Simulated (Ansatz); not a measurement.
All numbers were calculated with Ansatz.

Cl3H3OSiTi (`[SiH3][O][Ti]([Cl])([Cl])[Cl]`) at its PBE0-D4/def2-TZVP geometry, where that method's forces vanish. Total charge 0; spin multiplicity 1.

```
atom   x (Å)   y (Å)   z (Å)
 Si1   0.173  -0.645   1.646
  O2   0.012  -0.047   0.107
 Ti3  -0.158   0.589  -1.506
 Cl4   1.712   1.546  -2.086
 Cl5  -1.780   2.046  -1.519
 Cl6  -0.613  -1.054  -2.865
  H7  -0.838   0.014   2.506
  H8   1.544  -0.340   2.119
  H9  -0.052  -2.109   1.598
```

**Question.** For each bond, give half the difference of the two atoms' forces along it (eV/Å; positive pushes the atoms apart) under PBE-D4, r2SCAN-D4, B3LYP-D4, ωB97M-V in def2-TZVPP. (Estimate.)

**Answer.** The calculation gave: 
| bond | length (Å) | PBE-D4 | r2SCAN-D4 | B3LYP-D4 | ωB97M-V |
| --- | --- | --- | --- | --- | --- |
| Si1–O2 | 1.659 | -0.03 | -0.20 | -0.07 | 0.23 |
| Si1–H7 | 1.482 | 0.05 | -0.02 | -0.07 | -0.15 |
| Si1–H8 | 1.482 | 0.05 | -0.02 | -0.07 | -0.15 |
| Si1–H9 | 1.482 | 0.05 | -0.02 | -0.07 | -0.15 |
| O2–Ti3 | 1.742 | 0.35 | 0.34 | 0.20 | -0.10 |
| Ti3–Cl4 | 2.180 | 0.12 | 0.08 | 0.15 | 0.05 |
| Ti3–Cl5 | 2.180 | 0.12 | 0.08 | 0.15 | 0.05 |
| Ti3–Cl6 | 2.180 | 0.12 | 0.08 | 0.15 | 0.05 |

B3LYP here is the variant with VWN-RPA as its local correlation; programs differ in this.
